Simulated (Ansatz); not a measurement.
Calculated with Ansatz (gas phase, PBE0-D4/def2-TZVP geometries, no zero-point term in ΔE). CBS: MP2 limit from def2 TZ/QZ plus the TZ coupled-cluster correction, frozen cores. This one scheme is used for every species, atoms too. For atomizations the MP2-based limit and the directly extrapolated one differ by several kJ/mol either way, and by 10 to 25 for some Ge, Se and Sn compounds, so smaller differences from it don't rank the levels. Functionals use def2-TZVPP. No spin–orbit coupling; open shells (•) take unrestricted orbitals. Spin–orbit coupling would lower the free atoms: a little for C; strongly for Sn. def2 core potentials past Kr. For Sn outer-core shells are correlated without core-valence functions, so the limit isn't a true one: a few kJ/mol of doubt a bond, and 10 to 20 or more in all where bonds break to atoms. Each species was taken in one conformer, which may not be the lowest.

`C[N](C)[Sn][NH2]` → 2 C• + 8 H• + 2 N• + Sn•  (atomization)

```tsv
level	ΔE (kJ/mol)
BLYP-D4	4630.1
r2SCAN0-D4	4489.7
B2PLYP	4543.7
CCSD(T)/def2-SVP	4282.2
```

(1) What does CCSD(T)/CBS give? (An estimate is asked.)

Largest T1 diagnostic among the species: 0.016.

Results:

(1) Computed: +4599.2 kJ/mol. The listed levels differ from it by 30.9, -109.5, -55.5, -317.0 kJ/mol.

At CCSD(T), def2-SVP lies −317.0 kJ/mol from the extrapolated value and def2-TZVPP −144.1 kJ/mol: correlation converges slowly with the basis, and small sets miss more of it in the bonded molecule than in its fragments. Leaving LDA and LC-ωPBE aside and taking each functional with its dispersion term where it has one, the values, not all of them listed here, spread over 245.3 kJ/mol, from BHLYP-D4 to PBE-D4. LDA lies +616.5 kJ/mol from PBE without D4, its usual overbinding. From BLYP to BHLYP (50 % exact exchange), in def2-TZVPP and without D4, ΔE moves by −148.2 kJ/mol: exact exchange takes away binding that semilocal exchange gives to molecules.
